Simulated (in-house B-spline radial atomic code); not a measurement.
**The rubidium ion Rb⁴⁺: [Ar] 3d10 4s2 4p3**

Method: non-relativistic OLYP, spin-polarised, spherical fractional occupations, point nucleus. Calculated with a B-spline radial code for spherical atoms.

Screening seen three ways: the hydrogenic charge with the same mean radius, Z_r = [3n² - l(l+1)]/(2<r>), the one with the same energy, Z_e = n√(-2ε), and Slater's rules. Values are occupation-weighted means over spin.

```
shell  electrons   ε (eV)  <r> (bohr)    Z_r    Z_e  Slater
   1s          2   -14795     0.04129  36.33  32.98   36.70
   2s          2  -1997.3      0.1822  32.93  24.23   32.85
   2p          6  -1818.8      0.1569  31.87  23.12   32.85
   3s          2  -339.85      0.5208  25.92  14.99   25.75
   3p          6  -275.33       0.522  23.95  13.50   25.75
   3d         10  -159.08      0.5193  20.22  10.26   15.85
   4s          2   -76.32       1.385  17.33   9.47   10.30
   4p          3  -62.055       1.513  15.21   8.54   10.30
```

The least bound orbital is 4p up at -62.05 eV, and it is also the most diffuse (<r> = 1.513 bohr).
